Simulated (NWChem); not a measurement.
**H$_{2}$OPbS in NWChem**

```xyz
5

Pb     0.3155    -0.2914     0.0000
O      1.2664     1.5986     0.0000
H      0.6613     2.3554     0.0000
S     -2.1261     0.5886     0.0000
H     -2.6428    -0.6640     0.0000
```
Charge 0, spin multiplicity 1.

Everything below was run with NWChem. All single points use one geometry, from B3LYP/def2-SVP with def2 effective core potentials on Pb, a minimum by its harmonic frequencies. It is one conformer; others weren't searched.

Symmetry labels belong to the abelian group Cs used in the runs, with the axes of the coordinates shown.

Effective core potentials replace the inner electrons of Pb; spin-orbit coupling is left out. B3LYP has NWChem's definition, with VWN1-RPA local correlation. The structure started from a generated list of species.

**Question.** List the lowest 3 singlet excitations that TD-B3LYP/def2-SVP with def2 effective core potentials on Pb, VWN1-RPA local correlation gives, with oscillator strengths.

**Answer.** 
```tsv
state	symmetry	energy (eV)	wavelength (nm)	f
1	a"	3.66	339	0.009
2	a'	3.72	333	0.027
3	a"	4.29	289	0.006
```
